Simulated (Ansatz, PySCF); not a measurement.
C3H3N2, SMILES c1[c]cn[nH]1, multiplicity 2. Atoms are numbered in the order given.

```xyz
8

C     -1.2161     0.2290     0.0000
C     -0.6211    -1.0141     0.0000
N      0.7150    -0.7422     0.0000
N      0.9942     0.5699     0.0000
C     -0.1893     1.1903     0.0000
H     -1.0170    -2.0266     0.0000
H      1.4818    -1.4051     0.0000
H     -0.2427     2.2773     0.0000
```
Charge 0, spin multiplicity 2.

The structure is a stationary point at B3LYP-D3(BJ)/def2-SVP. The isomer is the one that the SMILES or the coordinates give; other isomers of the formula were not compared.

Two levels are set side by side: PBE-D3(BJ)/def2-SVP (Ansatz, a program for electronic structure) and B3LYP-D3(BJ)/def2-SVP (Ansatz). Each level has its own optimised geometry; the coordinates shown are those of the second. Frequencies come from the Hessian of PySCF at each geometry. Differences are taken from unrounded values.

```tsv
quantity	B3LYP-D3(BJ)
mean bond length (Å)	1.252
bond C1–C2 (Å)	1.378
bond C1–C5 (Å)	1.407
bond C2–N3 (Å)	1.363
bond N3–N4 (Å)	1.341
bond N4–C5 (Å)	1.336
bond C2–H6 (Å)	1.087
bond N3–H7 (Å)	1.014
bond C5–H8 (Å)	1.088
highest harmonic wavenumber (cm⁻¹)	3638
mean harmonic wavenumber (cm⁻¹)	1436
zero-point energy (kcal/mol)	36.94
```

Question: What does PBE-D3(BJ) give, and how far is it from B3LYP-D3(BJ)? (Estimate from the structure and the level; the computed values follow.)

Answer: 
```tsv
quantity	PBE-D3(BJ)	PBE-D3(BJ) minus B3LYP-D3(BJ)
mean bond length (Å)	1.259	0.007
bond C1–C2 (Å)	1.387	0.009
bond C1–C5 (Å)	1.408	0.001
bond C2–N3 (Å)	1.367	0.004
bond N3–N4 (Å)	1.347	0.006
bond N4–C5 (Å)	1.348	0.012
bond C2–H6 (Å)	1.095	0.008
bond N3–H7 (Å)	1.021	0.008
bond C5–H8 (Å)	1.096	0.008
highest harmonic wavenumber (cm⁻¹)	3549	-89
mean harmonic wavenumber (cm⁻¹)	1398	-38
zero-point energy (kcal/mol)	35.97	-0.97
```

GGA bonds tend to be longer and softer than those of functionals with exact exchange. Differences between two approximate levels are no errors against the true value.
